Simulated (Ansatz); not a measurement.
Geometry optimisation, RKS B3LYP-D4/def2-SVP in Ansatz.

Input file:

```yaml
crystal:
  periodic: [false, false, false]
  atoms:
    - { symbol: C, position_ang: [-1.1813, 1.0712, -0.5331] }
    - { symbol: Se, position_ang: [-0.322, 1.0218, 1.1721] }
    - { symbol: Si, position_ang: [0.4641, -1.0614, 0.7141] }
    - { symbol: S, position_ang: [1.9888, -0.9477, -0.8842] }
    - { symbol: H, position_ang: [-0.4886, 1.0488, -1.3878] }
    - { symbol: H, position_ang: [-1.7733, 2.0963, -0.6178] }
    - { symbol: H, position_ang: [-1.931, 0.2854, -0.6287] }
    - { symbol: H, position_ang: [-0.5713, -1.9382, 0.3456] }
    - { symbol: H, position_ang: [1.1672, -1.5731, 1.9702] }
    - { symbol: H, position_ang: [2.7305, -0.0545, -0.1475] }
basis:
  gaussian: { orbitals: def2-SVP }
hamiltonian:
  xc: b3lyp
  dispersion: d4
relax:
  f_tol: 0.015
  max_steps: 40
```

Launched with:

```bash
$ ansatz run input.yaml --threads 2 --pin off --max-ram 3072MiB --backend cpu --events-out ev --progress --plain --runs-dir out
```

Q: Where does it end, and by what steps?

A: It converged. After 11 steps the energy has fallen by 0.350 eV; H8 moved furthest, 0.30 Å.

| step | energy less start (eV) | largest force component (eV/Å) | accepted |
| --- | --- | --- | --- |
| 0 | 0.0000 | 2.643 | yes |
| 1 | -0.2526 | 0.639 | yes |
| 2 | -0.3276 | 0.284 | yes |
| 3 | -0.3399 | 0.141 | yes |
| 4 | -0.3445 | 0.097 | yes |
| 5 | -0.3455 | 0.104 | yes |
| 6 | -0.3475 | 0.041 | yes |
| 7 | -0.3490 | 0.038 | yes |
| 8 | -0.3493 | 0.025 | yes |
| 9 | -0.3495 | 0.028 | yes |
| 10 | -0.3495 | 0.019 | yes |
| 11 | -0.3495 | 0.010 | yes |

```xyz
10
Properties=species:S:1:pos:R:3
C -1.231 1.157 -0.583
Se -0.508 0.869 1.235
Si 0.540 -1.115 0.802
S 1.919 -0.988 -0.861
H -0.433 1.016 -1.323
H -1.594 2.192 -0.616
H -2.062 0.466 -0.777
H -0.401 -2.187 0.375
H 1.208 -1.485 2.080
H 2.645 0.023 -0.329
```

Whether the end is a true minimum wasn't checked by a vibrational analysis.

The run took 30 s on 2 threads of Intel(R) Xeon(R) 6975P-C (Granite Rapids) (shared host), peak memory 0.29 GiB.
